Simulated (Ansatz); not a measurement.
Two isomers of CH8O2Si2: A = `OC(O)[SiH2][SiH3]`, B = `CO[SiH2][SiH2]O`.

Computed with Ansatz on PBE0-D4/def2-TZVP structures; ΔE is electronic, products minus reactants. CCSD(T)/CBS adds triple-zeta CCSD(T) − MP2 to the extrapolated MP2 energy (def2 sets, frozen cores). DFT in def2-TZVPP. B3LYP here is the variant with VWN-RPA as its local correlation; programs differ in this. One conformer a species, not always the lowest.

(1) Which isomer does CCSD(T)/CBS put lower? Give the gap. (Estimate.)

(2) Give E(B) − E(A) in kcal/mol with MP2/def2-TZVPP, B3LYP-D4, ωB97M-V, PBE-D4, CCSD(T)/def2-TZVPP, r2SCAN-D4, HF/def2-TZVPP. (An estimate is asked.)

Largest T1 diagnostic: 0.013.

## Answers

(1) Ansatz gave: B, by 54.7 kcal/mol.

(2) Ansatz gave: MP2/def2-TZVPP -56.3, B3LYP-D4 -54.2, ωB97M-V -53.0, PBE-D4 -47.7, CCSD(T)/def2-TZVPP -53.6, r2SCAN-D4 -52.7, HF/def2-TZVPP -60.8. None reverses the order clearly.

In def2-TZVPP, CCSD(T) changes the Hartree–Fock value by +7.2 kcal/mol (the triples alone add +1.3 kcal/mol) and MP2 by +4.5 kcal/mol. From PBE to PBE0 (25 % exact exchange), in def2-TZVPP and without D4, E(B) − E(A) moves by −2.5 kcal/mol.
